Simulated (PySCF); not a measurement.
Input file for PySCF: R-HF/STO-3G on H3NSe (SMILES N[SeH]), a point of a bond scan (R = 1.214 Å).

```python
from pyscf import gto, scf, dft, mp
from pyscf.data.elements import chemcore

mol = gto.M(
    atom='''
    Se   -0.04297444    0.31558987    0.23261758
    H    -1.26689466    0.77294197   -0.47788287
    N     0.36656617   -1.22733427   -0.72479358
    H     0.58414229   -0.96736421   -1.89077521
    H    -0.38581730   -1.90096526   -0.66111496
    ''',
    basis='sto-3g',
    charge=0, spin=0, verbose=3, max_memory=1800)
mf = scf.RHF(mol)
mf.conv_tol = 1e-8
mf.max_cycle = 100
mf.kernel()
if not mf.converged:
    mf = mf.newton().run(mf.mo_coeff, mf.mo_occ)
```

Task: What total energy does the run end on?

Result: -2428.9691 hartree.
